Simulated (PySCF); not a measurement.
## SMILES CP(C)(=N)c1ccsc1, C$_{6}$H$_{10}$NPS

Molfile (atoms numbered from 1):
```
C6H10NPS
     RDKit          3D

 19 19  0  0  0  0  0  0  0  0999 V2000
   -1.9440   -0.9638    0.7501 C   0  0  0  0  0  0  0  0  0  0  0  0
   -0.7824   -0.2022   -0.4705 P   0  0  0  0  0  5  0  0  0  0  0  0
   -1.2974    1.5380   -0.5561 C   0  0  0  0  0  0  0  0  0  0  0  0
   -0.7540   -0.7219   -1.9371 N   0  0  0  0  0  0  0  0  0  0  0  0
    0.7952   -0.1433    0.4482 C   0  0  0  0  0  0  0  0  0  0  0  0
    1.9607    0.3189   -0.2208 C   0  0  0  0  0  0  0  0  0  0  0  0
    3.0664    0.2648    0.5573 C   0  0  0  0  0  0  0  0  0  0  0  0
    2.7219   -0.3607    2.1241 S   0  0  0  0  0  0  0  0  0  0  0  0
    1.0620   -0.5494    1.7188 C   0  0  0  0  0  0  0  0  0  0  0  0
   -1.9885   -0.4055    1.6811 H   0  0  0  0  0  0  0  0  0  0  0  0
   -2.9286   -0.9821    0.2831 H   0  0  0  0  0  0  0  0  0  0  0  0
   -1.6344   -1.9892    0.9500 H   0  0  0  0  0  0  0  0  0  0  0  0
   -0.6056    2.0592   -1.2142 H   0  0  0  0  0  0  0  0  0  0  0  0
   -2.2911    1.5672   -0.9984 H   0  0  0  0  0  0  0  0  0  0  0  0
   -1.3023    2.0016    0.4281 H   0  0  0  0  0  0  0  0  0  0  0  0
   -0.4938   -1.6910   -2.0527 H   0  0  0  0  0  0  0  0  0  0  0  0
    1.9445    0.6621   -1.2406 H   0  0  0  0  0  0  0  0  0  0  0  0
    4.0720    0.5486    0.3177 H   0  0  0  0  0  0  0  0  0  0  0  0
    0.3896   -0.9420    2.4549 H   0  0  0  0  0  0  0  0  0  0  0  0
  1  2  1  0
  2  3  1  0
  2  4  2  0
  2  5  1  0
  5  6  1  0
  6  7  2  0
  7  8  1  0
  8  9  1  0
  9  5  2  0
  1 10  1  0
  1 11  1  0
  1 12  1  0
  3 13  1  0
  3 14  1  0
  3 15  1  0
  4 16  1  0
  6 17  1  0
  7 18  1  0
  9 19  1  0
M  END
```

The calculation used GIAO B3LYP/pcSseg-1 magnetisability, rotational g tensor and spin-rotation constants, non-relativistic, gas phase (PySCF). Geometry: GFN2-xTB.

What are the magnetisability and the molar susceptibility?

Isotropic -1760 × 10⁻³⁰ J/T², or -106.0 × 10⁻⁶ cm³/mol; principal values -2292, -1497, -1491 × 10⁻³⁰ J/T², anisotropy 798 × 10⁻³⁰ J/T² (root of half the summed squared differences of the principal values). The susceptibility is in cgs units.

Split it along the inertial axes a, b, c into diamagnetic and paramagnetic parts about the centre of mass, with the quadrupole moment.


| axis | χ (10⁻⁶ cm³/mol) | diamagnetic (10⁻⁶ cm³/mol) | paramagnetic (10⁻⁶ cm³/mol) | summed x² of all electrons (Å²) | quadrupole Θ (D Å) |
| --- | --- | --- | --- | --- | --- |
| a | -90.0 | -656.6 | 566.6 | 348.3 | -5.21 |
| b | -90.0 | -1710.2 | 1620.2 | 100.0 | +4.66 |
| c | -138.0 | -1901.8 | 1763.7 | 54.8 | +0.55 |

Anisotropies 2χaa − χbb − χcc = +48.0 and 2χbb − χaa − χcc = +48.1 × 10⁻⁶ cm³/mol. Θ is traceless in Buckingham's convention.

And the rotational g tensor?


```csv
axis,rotational constant (GHz),g,nuclear part,electronic part
a,2.4559,-0.0358,0.6179,-0.6537
b,0.7353,-0.0127,0.5469,-0.5597
c,0.6602,+0.0042,0.5512,-0.5470
```
Asymmetric top; isotopes 12C, 1H, 14N, 31P, 32S; no vibrational averaging.
